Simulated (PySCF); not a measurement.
SMILES c1ccccc1-c1cnccc1 (GFN2-xTB optimised geometry):

```
21

C      3.488     0.007     0.003
C      2.793     0.908    -0.786
C      1.410     0.910    -0.787
C      0.702     0.005     0.000
C     -0.766     0.005     0.000
C     -1.499     1.191     0.000
C     -2.881     1.134     0.005
C     -3.490    -0.112     0.013
N     -2.811    -1.246     0.006
C     -1.493    -1.188    -0.003
C      1.410    -0.901     0.787
C      2.792    -0.896     0.789
H      4.567     0.009     0.005
H      3.330     1.611    -1.406
H      0.873     1.604    -1.417
H     -0.987     2.143     0.016
H     -3.473     2.036     0.010
H     -4.567    -0.212     0.026
H     -0.985    -2.143    -0.029
H      0.871    -1.596     1.414
H      3.330    -1.599     1.409
```

Method: B3LYP/def2-SVP in PySCF.

What are the frontier orbital energies and the dipole moment?

HOMO-2 -7.23 eV, HOMO-1 -6.91 eV, HOMO -6.57 eV, LUMO -1.15 eV, LUMO+1 -0.74 eV; dipole moment 2.20 D.

Meta-Löwdin charges at B3LYP/def2-SVP: C1 -0.10, C2 -0.10, C3 -0.11, C4 0.01, C5 -0.01, C6 -0.08, C7 -0.12, C8 0.02, N9 -0.24, C10 0.01, C11 -0.11, C12 -0.10, H13 0.10, H14 0.10, H15 0.10, H16 0.11, H17 0.11, H18 0.10, H19 0.10, H20 0.10, H21 0.10.
